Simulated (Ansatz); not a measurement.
One geometry of `CCC(CC(C)OC(C)=O)OC(C)=O`, several levels of theory.

```yaml
crystal:
  periodic: [false, false, false]
  atoms:
    - {symbol: C, position_ang: [-2.583385, 2.052131, 1.207929]}
    - {symbol: C, position_ang: [-1.274352, 1.263059, 1.231725]}
    - {symbol: C, position_ang: [-1.117453, 0.306493, 0.052148]}
    - {symbol: C, position_ang: [0.181507, -0.505316, 0.054284]}
    - {symbol: C, position_ang: [1.459199, 0.325206, -0.069319]}
    - {symbol: C, position_ang: [1.561843, 1.144210, -1.351524]}
    - {symbol: O, position_ang: [2.545432, -0.641447, -0.024805]}
    - {symbol: C, position_ang: [3.735805, -0.203429, 0.464612]}
    - {symbol: C, position_ang: [4.759447, -1.315107, 0.432397]}
    - {symbol: O, position_ang: [3.930484, 0.927932, 0.867612]}
    - {symbol: O, position_ang: [-2.234292, -0.621686, 0.117234]}
    - {symbol: C, position_ang: [-2.679934, -1.131995, -1.062634]}
    - {symbol: C, position_ang: [-3.843590, -2.066585, -0.825742]}
    - {symbol: O, position_ang: [-2.197012, -0.859993, -2.145399]}
    - {symbol: H, position_ang: [-2.660049, 2.734466, 2.077595]}
    - {symbol: H, position_ang: [-2.665516, 2.667882, 0.288023]}
    - {symbol: H, position_ang: [-3.454886, 1.368380, 1.232878]}
    - {symbol: H, position_ang: [-0.410340, 1.960806, 1.224954]}
    - {symbol: H, position_ang: [-1.191594, 0.677393, 2.173547]}
    - {symbol: H, position_ang: [-1.207481, 0.855678, -0.909579]}
    - {symbol: H, position_ang: [0.231587, -1.102332, 0.989166]}
    - {symbol: H, position_ang: [0.147740, -1.219327, -0.794391]}
    - {symbol: H, position_ang: [1.587768, 0.999381, 0.803811]}
    - {symbol: H, position_ang: [2.537414, 1.665474, -1.392163]}
    - {symbol: H, position_ang: [1.454250, 0.495284, -2.243980]}
    - {symbol: H, position_ang: [0.768519, 1.917364, -1.390530]}
    - {symbol: H, position_ang: [4.907939, -1.662093, -0.609643]}
    - {symbol: H, position_ang: [4.394778, -2.185796, 1.012808]}
    - {symbol: H, position_ang: [5.714629, -0.952607, 0.849520]}
    - {symbol: H, position_ang: [-4.666561, -1.528206, -0.314695]}
    - {symbol: H, position_ang: [-3.534911, -2.893919, -0.156203]}
    - {symbol: H, position_ang: [-4.196972, -2.471314, -1.789616]}
basis:
  gaussian: {orbitals: def2-TZVP, initial_orbitals: start.molden}
hamiltonian: {xc: pbe, dispersion: d4}
scf: {omitted_lower_state_checks: [starts]}
output: {forces: true, orbitals: {seedname: orbitals}}
```

The file start.molden holds the orbitals of an earlier run on this structure, at another level or in another basis.

```sh
$ ansatz run in.yaml --threads 4 --pin off --events-out ev --progress --plain --max-ram 6963MiB
```

It prints (some lines left out):

```
Functional definition: PBE
3196 factors; their error is unknown
mean field evaluation 1: about -18837.3633 eV, gradient 1.6e1 eV
mean field evaluation 2: about -18837.6778 eV, gradient 3.0e-1 eV
mean field evaluation 4: about -18837.5806 eV, gradient 2.0e-3 eV
mean field -18837.58057832 eV, -692.2683176826 hartree, gradient 2.3e-5 eV, S^2 0.000000; 0 other end points of the search recorded, 0 dependent functions left out
reference -18837.58064978 eV, -692.2683203086 hartree; 55, 55 occupied and 487, 487 virtual orbitals, 3196 factors
Total energy: -18838.38090265 eV, -692.2977290591 hartree
Atom 0 at    -2.583385     2.052131     1.207929 Å, force    -0.221411     0.099116    -0.036334 eV/Å
Atom 1 at    -1.274352     1.263059     1.231725 Å, force     0.216075    -0.031377     0.187090 eV/Å
Atom 2 at    -1.117453     0.306493     0.052148 Å, force     0.142744     0.285263    -0.267661 eV/Å
Atom 3 at     0.181507    -0.505316     0.054284 Å, force     0.021552    -0.261173     0.016340 eV/Å
Atom 4 at     1.459199     0.325206    -0.069319 Å, force    -0.118459     0.370649     0.190603 eV/Å
Atom 5 at     1.561843     1.144210    -1.351524 Å, force     0.016874     0.097613    -0.180340 eV/Å
Atom 6 at     2.545432    -0.641447    -0.024805 Å, force     0.064138    -0.160492    -0.031983 eV/Å
Atom 7 at     3.735805    -0.203429     0.464612 Å, force     0.063999     0.073569     0.030680 eV/Å
Atom 8 at     4.759447    -1.315107     0.432397 Å, force     0.103332    -0.138106    -0.007281 eV/Å
Atom 9 at     3.930484     0.927932     0.867612 Å, force     0.031415    -0.115894    -0.015997 eV/Å
Atom 10 at    -2.234292    -0.621686     0.117234 Å, force    -0.101796    -0.122880     0.066194 eV/Å
Atom 11 at    -2.679934    -1.131995    -1.062634 Å, force     0.012554    -0.004381    -0.072543 eV/Å
Atom 12 at    -3.843590    -2.066585    -0.825742 Å, force    -0.131864    -0.104258     0.040896 eV/Å
Atom 13 at    -2.197012    -0.859993    -2.145399 Å, force    -0.086175    -0.049993     0.063654 eV/Å
Atom 14 at    -2.660049     2.734466     2.077595 Å, force     0.037755    -0.186163    -0.225784 eV/Å
Atom 15 at    -2.665516     2.667882     0.288023 Å, force     0.031127    -0.157134     0.233914 eV/Å
Atom 16 at    -3.454886     1.368380     1.232878 Å, force     0.218970     0.198879     0.007405 eV/Å
Atom 17 at    -0.410340     1.960806     1.224954 Å, force    -0.218885    -0.168471    -0.010635 eV/Å
Atom 18 at    -1.191594     0.677393     2.173547 Å, force    -0.032647     0.149500    -0.221432 eV/Å
Atom 19 at    -1.207481     0.855678    -0.909579 Å, force     0.009372    -0.120418     0.261712 eV/Å
Atom 20 at     0.231587    -1.102332     0.989166 Å, force    -0.015535     0.148857    -0.213961 eV/Å
Atom 21 at     0.147740    -1.219327    -0.794391 Å, force    -0.005111     0.167691     0.205870 eV/Å
Atom 22 at     1.587768     0.999381     0.803811 Å, force    -0.046535    -0.198997    -0.221851 eV/Å
Atom 23 at     2.537414     1.665474    -1.392163 Å, force    -0.253821    -0.147037     0.002255 eV/Å
Atom 24 at     1.454250     0.495284    -2.243980 Å, force     0.025725     0.165023     0.231310 eV/Å
Atom 25 at     0.768519     1.917364    -1.390530 Å, force     0.192892    -0.210060     0.021341 eV/Å
Atom 26 at     4.907939    -1.662093    -0.609643 Å, force    -0.028651     0.103981     0.267382 eV/Å
Atom 27 at     4.394778    -2.185796     1.012808 Å, force     0.103370     0.233133    -0.138261 eV/Å
Atom 28 at     5.714629    -0.952607     0.849520 Å, force    -0.264734    -0.099485    -0.113997 eV/Å
Atom 29 at    -4.666561    -1.528206    -0.314695 Å, force     0.209346    -0.134838    -0.147836 eV/Å
Atom 30 at    -3.534911    -2.893919    -0.156203 Å, force    -0.073825     0.205786    -0.186628 eV/Å
Atom 31 at    -4.196972    -2.471314    -1.789616 Å, force     0.098212     0.112097     0.265881 eV/Å
Dipole moment:    -0.252940    -0.291562     0.220838 e Å
Checks for a lower state left out: starts
```

Run time 15 s (4 threads of Arm Neoverse V2 on a shared host), peak host memory 1.5 GiB.

As the first input, with `gaussian: {orbitals: 6-31G}`, `hamiltonian: {xc: {name: B3LYP}, dispersion: d4}`, `output: {orbitals: {seedname: orbitals}}` (abridged; 4.9 s):

```
Functional definition: B3LYP
mean field evaluation 16: about -18847.3206 eV, gradient 6.0e-4 eV
mean field -18847.32061312 eV, -692.6262573594 hartree, gradient 2.7e-5 eV, S^2 0.000000
Total energy: -18848.56498740 eV, -692.6719872706 hartree
Checks for a lower state left out: starts
```

The first input with `gaussian: {orbitals: def2-SVP, initial_orbitals: start.molden}`, `correlation: {method: mp2}`, `output: {orbitals: {seedname: orbitals}}` and without the key `hamiltonian` (abridged; 12 s):

```
Functional definition: HF
mean field -18725.21418079 eV, -688.1389287380 hartree, gradient 1.5e-6 eV, S^2 0.000000
14 core orbitals not correlated: weight in the atoms' cores, before any rotation towards them, 1.000 or more for the frozen orbitals, at most 0.000 for the correlated occupied ones
second order -57.78013567 eV of doubles, -0.00000000 eV of singles
Total energy: -18782.99431646 eV, -690.2623095592 hartree
Checks for a lower state left out: starts
```

The first input with `gaussian: {orbitals: STO-3G}`, `hamiltonian: {xc: hf}`, `output: {orbitals: {seedname: orbitals}}` (abridged; 0.8 s):

```
Functional definition: HF
mean field -18502.44617489 eV, -679.9523555188 hartree, gradient 1.3e-5 eV, S^2 0.000000
Total energy: -18502.44617489 eV, -679.9523555188 hartree
Checks for a lower state left out: starts
```

Geometry: PBE-D4/def2-SVP.

B3LYP takes the VWN-RPA correlation. Correlated methods freeze 14 core orbitals.
